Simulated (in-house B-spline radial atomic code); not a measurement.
Orbital energies and mean radii along the 53-electron series, configuration 1s2 2s2 2p6 3s2 3p6 3d10 4s2 4p6 4d10 5s2 5p1/2(2) 5p3/2(3). The effective charge is n√(-2ε), a non-relativistic measure. Computed with a B-spline radial code for spherical atoms: Dirac-Hartree-Fock, jj configuration that fills j = l - 1/2 first, finite nuclei.

```
 ion   Z  energy of 4s1/2 (Eh)  mean radius of 4s1/2 (bohr)  energy of 5p3/2 (Eh)  mean radius of 5p3/2 (bohr)  energy of 4p1/2 (Eh)  mean radius of 4p1/2 (bohr)  effective charge of 4s1/2
   I  53               -7.7565                        0.741              -0.38913                       2.5177               -5.8682                      0.77467                     15.755
 Xe+  54                     ?                            ?                     ?                            ?                     ?                            ?                          ?
Cs2+  55                     ?                            ?                     ?                            ?                     ?                            ?                          ?
Ba3+  56               -11.175                      0.67339               -1.7201                       1.8644               -9.0198                      0.69703                      18.91
La4+  57               -12.497                      0.65329               -2.2757                       1.7366               -10.251                       0.6743                     19.998
Ce5+  58               -13.903                      0.63426               -2.8818                       1.6298               -11.564                      0.65293                     21.093
```

Fill in the row of Xe+.

energy of 4s1/2 (Eh): -8.7971; mean radius of 4s1/2 (bohr): 0.71714; energy of 5p3/2 (Eh): -0.77164; mean radius of 5p3/2 (bohr): 2.2275; energy of 4p1/2 (Eh): -6.8213; mean radius of 4p1/2 (bohr): 0.74706; effective charge of 4s1/2: 16.778.

Fill in the row of Cs2+.

energy of 4s1/2 (Eh): -9.9397; mean radius of 4s1/2 (bohr): 0.69464; energy of 5p3/2 (Eh): -1.2174; mean radius of 5p3/2 (bohr): 2.0224; energy of 4p1/2 (Eh): -7.875; mean radius of 4p1/2 (bohr): 0.72123; effective charge of 4s1/2: 17.834.

How does the screening of 4s1/2 change?

Z less the effective charge goes from 37.25 at Z = 53 to 36.91 at Z = 58.
